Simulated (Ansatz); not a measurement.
Start from `C[N](C)[Ge][F]` and change one atom or group to get `CN(C)N`.

Ansatz, PBE0-D4/def2-TZVP geometries, multiplicity 1. Each molecule was computed in one conformer, which needn't be the lowest.

Scalar relativity is left out up to krypton.

```
                                          property  `C[N](C)[Ge][F]`
                 HOMO energy (PBE/def2-TZVPP) / eV             -5.77
                LUMO energy (PBE0/def2-TZVPP) / eV             -1.44
size of the dipole moment (ωB97M-V/def2-TZVPP) / D              2.53
              HOMO–LUMO gap (PBE0/def2-TZVPP) / eV              5.55
                HOMO energy (PBE0/def2-TZVPP) / eV             -6.98
                 LUMO energy (PBE/def2-TZVPP) / eV             -2.16
```

(1) Give the same properties after the change, and the shifts. (Estimate.)

## Answers

(1) Computed: 
```json
{"property": "HOMO energy (PBE/def2-TZVPP) / eV", "`CN(C)N`": "-4.99", "shift": "0.78"}
{"property": "LUMO energy (PBE0/def2-TZVPP) / eV", "`CN(C)N`": "0.99", "shift": "2.43"}
{"property": "size of the dipole moment (ωB97M-V/def2-TZVPP) / D", "`CN(C)N`": "1.55", "shift": "-0.98"}
{"property": "HOMO–LUMO gap (PBE0/def2-TZVPP) / eV", "`CN(C)N`": "7.38", "shift": "1.83"}
{"property": "HOMO energy (PBE0/def2-TZVPP) / eV", "`CN(C)N`": "-6.39", "shift": "0.59"}
{"property": "LUMO energy (PBE/def2-TZVPP) / eV", "`CN(C)N`": "0.18", "shift": "2.34"}
```

With PBE0 the HOMO rises by 0.59 eV and the LUMO rises by 2.43 eV, so the gap widens by about 1.84 eV. PBE moves the HOMO by 0.78 eV and ωB97M-V by 0.45 eV. Dipoles are sizes alone; their direction can turn.
